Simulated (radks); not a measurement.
The numbers below are computed, except where a source is named.
Initial-state core-level shifts of the europium ion Eu+ when its valence configuration changes from [Xe] 4f7 6s1. Level of theory: Dirac Kohn-Sham, PBE, spin-unpolarised, spherical densities, point nucleus; open shells are shared between the two j in proportion to 2j + 1 (a radial shooting solver on a logarithmic mesh with Libxc functionals). Shifts are changes of the shell-averaged eigenvalues in eV (positive: less bound).

4f8: 1s +5.695; 3p +6.576; 4s +6.457; 5s +4.382
4f7 5d1: 1s +1.619; 3p +1.634; 4s +1.658; 5s +1.813
4f7 6s0.5 6p0.5: 1s -0.626; 3p -0.610; 4s -0.615; 5s -0.641
4f6.5 6s1.5: 1s -4.019; 3p -4.677; 4s -4.520; 5s -2.851
4f6 6s2: 1s -8.546; 3p -9.983; 4s -9.587; 5s -5.890
4f6.5 5d0.5 6s1: 1s -2.994; 3p -3.635; 4s -3.471; 5s -1.767
4f5.5 5d0.5 6s2: 1s -12.211; 3p -14.503; 4s -13.789; 5s -7.794
4f6 5d1 6s1: 1s -6.287; 3p -7.675; 4s -7.277; 5s -3.580
4f6 5d2: 1s -4.323; 3p -5.661; 4s -5.254; 5s -1.521
